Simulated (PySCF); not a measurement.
C₃H₉FPSi (charge +1).
Numbering: `[CH2:1]=[CH:2][CH2:3][Si@@H:4]([F:5])[PH3+:6]` (hydrogens: H7, H8 on C1; H9 on C2; H10, H11 on C3; H12 on Si4; H13, H14, H15 on P6)

Structure optimised with GFN2-xTB, isolated species.

Q: Give the optimised bond lengths and angles.

A: 
```
                  bond  length (pm)
                 C1=C2        132.4
                 C2–C3        150.3
                C3–Si4        189.9
                Si4–F5        159.5
                Si4–P6        235.7
                 C1–H7        107.6
                 C1–H8        107.9
                 C2–H9        108.1
                C3–H10        109.1
                C3–H11        109.6
               Si4–H12        145.0
P6–H13, P6–H14, P6–H15        137.5
```

Bonds in one row agree within 1 pm and their mean is given. A selection of angles:
```
     angle  degrees
  C2–C1–H7    121.6
  C2–C1–H8    122.0
  H7–C1–H8    116.2
  C1–C2–C3    123.3
  C1–C2–H9    120.6
  C3–C2–H9    116.1
 C2–C3–Si4    110.9
 C2–C3–H10    109.6
 C2–C3–H11    109.7
Si4–C3–H10    111.2
Si4–C3–H11    108.3
H10–C3–H11    107.1
 C3–Si4–F5    112.5
 C3–Si4–P6    100.3
C3–Si4–H12    127.9
 F5–Si4–P6     99.1
F5–Si4–H12    107.9
P6–Si4–H12    104.4
Si4–P6–H13    120.3
Si4–P6–H14    113.3
Si4–P6–H15    117.9
H13–P6–H14    100.1
H13–P6–H15    101.7
```

Dihedral angles: C1–C2–C3–Si4 96° (anticlinal); C2–C3–Si4–F5 -136° (anticlinal).

P6 (phosphorus bonded to Si and 3 H) is distorted tetrahedral (angles from 100.1° to 120.3°). C2 (alkene CH carbon) is planar (angles 123.3°, 120.6° and 116.1°, sum 360.0°, 0.00 Å off the plane of its three neighbours). Si4 (fluorine-bound silicon) has angles from 99.1° to 127.9°. The 2 C–C bonds span 1.324 Å (C1=C2, drawn double) to 1.503 Å (C2–C3, drawn single), a spread of 0.179 Å. C1 (terminal =CH2 carbon) is planar (angles 122.0°, 121.6° and 116.2°, sum 359.8°, 0.03 Å off the plane of its three neighbours). Of the pairs four or more bonds apart, C1···P6 is among the closest relative to their van der Waals radii: 3.22 Å, 92 % of the sum of Bondi's values.

Point group: C1 (no symmetry element, even within 0.4 Å). Stationary, but not proved a minimum.

One conformer stands for the species.

These are computed values.
